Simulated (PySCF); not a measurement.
# From a computed spectrum to the compound

A species of 3 atoms with charge 0 has these harmonic modes (PBE0, small Gaussian bases with core potentials, PySCF 2.14.0):

```csv
cm⁻¹,km/mol,symmetry
120,9.3,a'
452,45.2,a'
593,99.0,a'
```

Question: Which species is it, and in which structure?

Answer: YbSF (singlet in the valence; each metal's 4f electrons, 13 of them, lie in its core potential, out of spins and levels):
```xyz
3

Yb   -0.1425    0.0000   -0.2577
S     1.8318    0.0000    0.9175
F    -1.7785    0.0000    0.8150
```
Ideal gas at 298.15 K and 1 bar: S = 308.5 J/(mol K), Cp = 51.4 J/(mol K), H − H(0 K) = 12.9 kJ/mol (rigid rotor, harmonic modes, spin degeneracy alone, that of the 4f electrons in the core included). An lcecp potential fixes the number of 4f electrons, so in runs with it no electron can move into or out of that shell.
 Other answers can fit too; this one was computed.
